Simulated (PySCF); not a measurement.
Below is a simulated gas-phase C 1s photoelectron spectrum of `[H]/N=C\C=C/C(F)F`.

Every computed line was given a Gaussian of 1.0 eV full width at half maximum and an area set by the number of equivalent atoms; the highest printed point is 100. Level of theory: delta-SCF UKS SCAN, pcX-2 on the ionised atom, pcseg-1 elsewhere, spin-free X2C in PySCF 2.14.0.

```tsv
binding energy (eV)	intensity
289.8	0
290.0	1
290.2	2
290.4	7
290.6	18
290.8	38
291.0	64
291.2	88
291.4	100
291.6	96
291.8	82
292.0	70
292.2	63
292.4	57
292.6	47
292.8	32
293.0	18
293.2	8
293.4	3
293.6	1
293.8	0
294.0	0
294.2	0
294.4	0
294.6	0
294.8	1
295.0	3
295.2	8
295.4	18
295.6	31
295.8	44
296.0	50
296.2	45
296.4	32
296.6	19
296.8	9
297.0	3
297.2	1
297.4	0
```

Q: Count the maxima, the lines and the sites behind this envelope.

A: The curve has 2 maxima (at 291.4 and 296.0 eV). Under it lie 4 lines from 4 inequivalent carbon sites. At this width some lines have no maximum of their own.

Q: Decompose the envelope and assign each component. Numbering: `[H]/[N:1]=[CH:2]\[CH:3]=[CH:4]/[CH:5]([F:6])[F:7]`.

A: 
```csv
position (eV),relative area,line,atoms,environment
291.30,1,C 1s,C4,alkene CH carbon
291.50,1,C 1s,C3,alkene CH carbon
292.40,1,C 1s,C2,imine carbon
296.01,1,C 1s,C5,CHF2 carbon
```

Q: What are the centre and the root-mean-square width of the whole band?

A: The area-weighted mean of the lines is 292.80 eV. Their own spread about it is 1.90 eV (rms) and each Gaussian has σ = 1.0/2.355 = 0.42 eV; the variances add, which gives 1.94 eV.

The listed C 1s values span 4.71 eV, from C4 (bonded to C (double bond), C and H) to C5 (bonded to 2 F, C and H). Summing the Pauling electronegativity differences to the bonded atoms, each weighted by its formal bond order, gives -0.35 for the lowest site and +2.51 for the highest; no listed site has a larger sum than the highest.

No satellites, vibrations or lifetime broadening are included. The unrestricted hole states depart most from a pure doublet (⟨S²⟩ = 0.75; over 0.85 named) for C 1s of C2 (0.91), which makes this value less certain. Geometry: GFN2-xTB, one conformer, isolated molecule.

Conformer computed: `[H]/[N:1]=[CH:2]\[CH:3]=[CH:4]/[CH:5]([F:6])[F:7]`: N1–C2–C3–C4 178°, C3–C4–C5–F6 -179°.
